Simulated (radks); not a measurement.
Ionisation of the germanium ion Ge3+, [Ar] 3d10 4s1, to [Ar] 3d10 as the strength of local exchange is varied. Calculated with a radial shooting solver on a logarithmic mesh with Libxc functionals: scalar-relativistic Kohn-Sham, Slater X-alpha exchange (alpha = 2/3 is LDA exchange), no correlation, spin-unpolarised, spherical densities, finite nucleus; Fermi nuclear charge, rms radius 4.0742 fm.

alpha,E(Ge3+) (hartree),exchange (hartree),IE (eV),-e of the level emptied (eV),<r> of it (bohr)
0.569,-2080.35107,-61.89720,44.143,38.332 (4s),1.878
0.63,-2087.00338,-68.74929,44.894,39.100 (4s),1.861
0.662,-2090.50150,-72.36048,45.290,39.505 (4s),1.853
0.667,-2091.04860,-72.92577,45.351,39.569 (4s),1.851
0.8,-2105.65315,-88.06480,47.005,41.270 (4s),1.817
0.868,-2113.15853,-95.88124,47.857,42.150 (4s),1.799
1,-2127.80183,-111.20110,49.522,43.878 (4s),1.767

NIST Atomic Spectra Database: 45.716 eV (measured). The Delta-SCF value meets it near alpha = 0.70. Spin polarisation and multiplet splitting are left out, so open shells lie too high by an amount that depends on their filling.

Beside tabulated values, note that spin-unpolarised runs miss the spin-polarisation part of the exchange energy of open shells.
